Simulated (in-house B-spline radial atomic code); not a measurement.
Configurations of the argon ion Ar³⁺, with energies counted from [Ne] 3s2 (3p1/2)2 (3p3/2)1. Level of theory: Dirac-Hartree-Fock, average of each configuration as written, Fermi nucleus of rms radius 3.4274 fm; calculated with a B-spline radial code for spherical atoms. Energies include first-order Breit, QED and recoil terms.

Occupations are held fixed; configurations that lie above the ionisation limit could autoionise.

| configuration | E - E(ref) (eV) | highest orbital | its <r> (bohr) |
| --- | --- | --- | --- |
| [Ne] 3s2 (3p1/2)2 (4p1/2)1 | 33.77 | 4p1/2 | 3.413 |
| [Ne] 3s2 (3p1/2)1 (3p3/2)1 5s1 | 41.452 | 5s1/2 | 5.618 |
| [Ne] 3s2 (3p3/2)2 6s1 | 47.476 | 6s1/2 | 8.899 |
| [Ne] 3s2 (3p3/2)2 (7g7/2)1 | 52.251 | 7g7/2 | 15.86 |
| [Ne] 3s1 (3p3/2)3 (6g7/2)1 | 67.833 | 6g7/2 | 10.98 |
| [Ne] 3s1 (3p1/2)2 (3p3/2)1 (7g9/2)1 | 68.935 | 7g9/2 | 15.86 |

(1) Order these further configurations by energy, lowest first.
A. [He] 2s2 (2p1/2)1 (2p3/2)4 3s2 (3p3/2)3 (4d3/2)1
B. [Ne] 3s1 (3p1/2)2 (3p3/2)1 (5g9/2)1
C. [Ne] 3s2 (3p3/2)3
D. [Ne] 3s2 (3p1/2)1 (3p3/2)1 (4f7/2)1
E. [Ne] 3s2 (3p1/2)1 (3p3/2)2

(2) How far above the reference does [He] 2s2 (2p1/2)1 (2p3/2)4 3s2 (3p3/2)4 lie?

(3) How far above the reference does [Ne] 3s1 (3p3/2)3 (7d3/2)1 lie?

(4) Is the reference the lowest configuration at this level of theory?

Results:

(1) E (-0.36729 eV), C (0.45352 eV), D (42.345 eV), B (64.669 eV), A (284.89 eV).

(2) 241.57 eV; its least bound orbital is 3p3/2 with <r> = 1.329 bohr.

(3) 68.952 eV; its least bound orbital is 7d3/2 with <r> = 15.81 bohr.

(4) No: [Ne] 3s2 (3p1/2)1 (3p3/2)2 lies 0.3673 eV lower. Averages of configurations without correlation can order differently from the measured ground levels.
